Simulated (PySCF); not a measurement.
BrGaH2O.

```xyz
5

Ga    -0.3838    -0.8839     0.0000
H     -1.8510    -1.3953     0.0000
Br     0.1235     1.3430     0.0000
O      1.0697    -1.9178     0.0000
H      0.8690    -2.8666     0.0000
```

The structure is a stationary point at TPSSh-D3(BJ)/def2-SVP. One conformer was computed; it need not be the lowest.

All values below come from B3LYP/pcSseg-2 in PySCF. Non-relativistic, no solvent.

Problem. Give the absolute GIAO shielding of each atom: isotropic value and principal components (ppm). (The exact figures need the calculation; the answer reports its results.)

Solution. 
```
atom  σ(iso)     σ11     σ22     σ33   span
----  ------  ------  ------  ------  -----
Ga1   1321.4  1188.4  1343.3  1432.5  244.2
H2      25.1    18.3    19.4    37.6   19.2
Br3   2500.1  2060.7  2546.2  2893.3  832.6
O4     202.1    57.8   271.2   277.4  219.7
H5      28.0    21.7    22.2    40.0   18.3
```
